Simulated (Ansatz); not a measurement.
Input (CCSDT(Q)/aug-cc-pVDZ; Ansatz, a program for electronic structure):

Ansatz 0.2 input:
```yaml
crystal:
  periodic: [false, false, false]
  atoms:
    - {symbol: Se, position_ang: [-0.00000000, -0.00000000, -0.04223725]}
    - {symbol: H, position_ang: [0.00000000, 0.00000000, 1.43606650]}
basis:
  gaussian:
    orbitals: aug-cc-pVDZ
total_charge: -1
magnetization: {spin_polarized: false}
correlation: {method: ccsdt_q, electrons: outside_noble_gas}
```

Output:

```
Functional definition: HF
integrals: 0.02 GiB planned
765 factors; integrals over basis functions are off by at most 1.7e-7 eV
mean field: 0.14 GiB planned
mean field evaluation 1: about -65318.4780 eV, gradient 1.1e1 eV
mean field evaluation 2: about -65318.4833 eV, gradient 1.1e1 eV
mean field evaluation 4: about -65318.9409 eV, gradient 8.6e-1 eV
mean field evaluation 8: about -65318.9477 eV, gradient 6.7e-4 eV
mean field evaluation 16: about -65318.9473 eV, gradient 2.0e-1 eV
mean field -65318.94770236 eV, -2400.4270532887 hartree, gradient 1.7e-6 eV, S^2 0.000000; 0 other end points of the search recorded, 0 dependent functions left out
14 core orbitals not correlated
reference -65318.94770236 eV, -2400.4270532887 hartree; 4, 4 occupied and 27, 27 virtual orbitals, 765 factors
second order -3.75044980 eV of doubles, -0.00000000 eV of singles
coupled cluster: 0.13 GiB planned
cycle   1  -4.08433804 eV  change   -3.3e-1 eV  update   6.2e-2
cycle   2  -4.28512359 eV  change   -2.0e-1 eV  update   2.6e-2
cycle   3  -4.36367862 eV  change   -7.9e-2 eV  update   1.3e-2
cycle   4  -4.35106589 eV  change    1.3e-2 eV  update   3.2e-3
cycle   5  -4.35081055 eV  change    2.6e-4 eV  update   1.3e-3
cycle   6  -4.35117322 eV  change   -3.6e-4 eV  update   4.2e-4
cycle   7  -4.35104522 eV  change    1.3e-4 eV  update   1.5e-4
cycle   8  -4.35102210 eV  change    2.3e-5 eV  update   4.7e-5
cycle   9  -4.35106667 eV  change   -4.5e-5 eV  update   1.7e-5
cycle  10  -4.35107380 eV  change   -7.1e-6 eV  update   4.9e-6
cycle  11  -4.35107159 eV  change    2.2e-6 eV  update   1.7e-6
cycle  12  -4.35107130 eV  change    2.9e-7 eV  update   7.0e-7
perturbative correction -0.00926503 eV, -0.0003404835 hartree
Total energy: -65323.30803869 eV, -2400.5872926932 hartree
```
